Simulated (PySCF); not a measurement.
**Radial density of Dy(61+) (dysprosium, charge +61)**

r2SCAN0, [He] 2s2 2p1, 2P determinant. Calculation: PySCF 2.14, in an even-tempered Gaussian basis (15 s from 37 bohr⁻², ratio 2.5; 9 p from 48 bohr⁻², ratio 2.5; 5 d from 180 bohr⁻², ratio 2.7; 4 f from 270 bohr⁻², ratio 2.7); no relativity, point nucleus.

| r (bohr) | 4πr²ρ (e/bohr) | 4πr²(ρα − ρβ) |
| --- | --- | --- |
| 0.000345 | 0.2893 | 0.0000 |
| 0.000581 | 0.7935 | 0.0000 |
| 0.000977 | 2.131 | 0.0000 |
| 0.00164 | 5.520 | 0.0001 |
| 0.00276 | 13.46 | 0.0017 |
| 0.00465 | 29.67 | 0.0148 |
| 0.00782 | 55.07 | 0.1012 |
| 0.0131 | 76.41 | 0.5811 |
| 0.0221 | 65.52 | 2.6054 |
| 0.0372 | 33.09 | 7.8862 |
| 0.0626 | 34.06 | 12.4353 |
| 0.105 | 25.65 | 6.5300 |
| 0.177 | 2.652 | 0.5373 |
| 0.298 | 0.01709 | 0.0030 |

A non-relativistic calculation at this Z misses sizeable relativistic shifts. Spin-orbit coupling, absent here, splits the open shell strongly.
